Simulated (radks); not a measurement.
Results of a calculation; reference values are marked as such.
Q: These are the eigenvalues of the occupied orbitals of an atom or ion with whole-number occupations (Ry). Code: a radial shooting solver on a logarithmic mesh with Libxc functionals. Model: Dirac Kohn-Sham, PBEsol, spin-unpolarised, spherical densities, finite nucleus; Fermi nuclear charge, rms radius of each element as measured or else 0.836 A^(1/3) + 0.57 fm.

| orbital | eigenvalue |
|---|---|
| 1s1/2 | -1611.059 |
| 2s1/2 | -232.0580 |
| 2p1/2 | -214.5077 |
| 2p3/2 | -204.8938 |
| 3s1/2 | -41.29030 |
| 3p1/2 | -34.48106 |
| 3p3/2 | -32.84957 |
| 3d3/2 | -20.78392 |
| 3d5/2 | -20.46594 |
| 4s1/2 | -6.14880 |
| 4p1/2 | -4.12382 |
| 4p3/2 | -3.87489 |
| 4d3/2 | -0.93692 |
| 4d5/2 | -0.91244 |

Which element is it, and in what charge state? The configuration may be excited. Open shells, if any, are shared by 2j + 1.

A: Z = 44, ruthenium, charge +1: Ru+ in [Kr] 4d7. The list shows which subshells hold electrons but not how many an open one holds; the 1s level, -805.53 hartree, gives Z - s = 40.1 by -(Z - s)^2/2, which with screening and relativity narrows Z to a few neighbours, and the depths of the outer levels then fix element, charge and occupations together.
